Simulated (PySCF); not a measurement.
Computed shifts of a molecule C₄H₆BFO, PySCF with PBE/pcSseg-1, GIAO, gas phase, equivalent atoms averaged, in ppm (number of nuclei): ¹³C: 119.3 (1), 90.9 (1), 66.5 (1), 9.0 (1). ¹⁹F: -48.3 (1). ¹H: 4.17 (2), 2.45 (3), -0.14 (1). References: ¹³C against TMS (σ = 182.0 ppm); ¹¹B against BF3 (σ = 83.9 ppm); ¹⁹F against CFCl3 (σ = 133.6 ppm); ¹⁷O against H2O (σ = 334.3 ppm); ¹H against TMS (σ = 31.49 ppm), references at their B3LYP-D3(BJ)/def2-TZVP geometries, non-relativistic. The structure is a stationary point at B3LYP-D3(BJ)/def2-SVP. The values are those of a single conformer.

### Question
Identify the compound among the candidates.
(A) C#CCB(F)CO
(B) CC1=CB(F)CO1
(C) C=C[C@@H]1COB1F
(D) CC#CB(F)CO

### Answer
D, CC#CB(F)CO
